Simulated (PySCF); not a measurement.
## Ti⁺: excitation energy

Ti⁺ [Ar] 3d2 4s1 (4F) → Ti⁺ [Ar] 3d2 4p1 (high-spin determinant), as a difference of total energies. Calculation: PySCF 2.14, in aug-cc-pVTZ (8s7p5d3f2g, 93 functions); the non-relativistic Hamiltonian (point nucleus). Correlated levels: valence: [Ar] frozen. The calculations carry no spin-orbit coupling.

| method | excitation energy (eV) |
| --- | --- |
| UHF | 3.524 |
| LDA | 3.731 |
| PBE | 3.595 |
| PBE0 | 3.581 |
| r2SCAN | 3.626 |
| B97-3 | 3.506 |
| wB97M-V | 3.608 |
| CAM-B3LYP | 3.716 |
| r2SCANh | 3.632 |
| MP2 (valence) | 3.574 |
| SCS-MP2 (valence) | 3.541 |

Problem. How much does correlation contribute at MP2 (valence)?

Solution. 3.574 − (3.524) = 0.050 eV, measured against UHF.

A first-order spin-orbit estimate (lowest level to lowest level, LS coupling) adds -0.011 eV.

The determinant of the upper state mixes LS terms, which raises its energy above the lowest term, most at the Hartree-Fock and MP2 levels.
